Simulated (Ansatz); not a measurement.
Spectroscopic constants of LiH-, multiplicity 2 (lowest of 2S+1 = 2, 4 at CCSD(T)/def2-TZVPP on PBE0 minima; our sources give no spin for the ground state, which may be another).

The constants come from a fifth-degree fit in 1/R (seven points, main isotopes). Runs in def2 and cc sets follow the lowest solution found near the PBE0 minimum.

Correlated levels freeze the inner cores; with def2 sets outer-core shells near the valence are correlated too.

Programs: Ansatz (Gaussian basis) for Hartree–Fock, density functionals and correlated methods. Each number belongs to the level named beside it.

Energies at CCSD/def2-QZVPP:

| R (Å) | E (hartree) |
|---|---|
| 1.586884 | -8.06674633 |
| 1.629542 | -8.06741726 |
| 1.668787 | -8.06771309 |
| 1.713152 | -8.06772920 |
| 1.757516 | -8.06745685 |
| 1.808706 | -8.06684202 |
| 1.868428 | -8.06579191 |

Question: With a reduced mass of 0.8812 u, find the minimum, the force constant and the constants.

Answer: A fifth-degree polynomial in 1/R puts the minimum at r_e = 1.6930 Å with force constant 68.8 N/m. Then ω_e = (1/2πc)√(k/μ) = 1151 cm⁻¹ and B_e = h/(8π²cμr_e²) = 6.674 cm⁻¹; the cubic and quartic terms give α_e = 0.25 and ω_e x_e = 26 cm⁻¹.

Ansatz is a quantum-chemistry and plane-wave program.
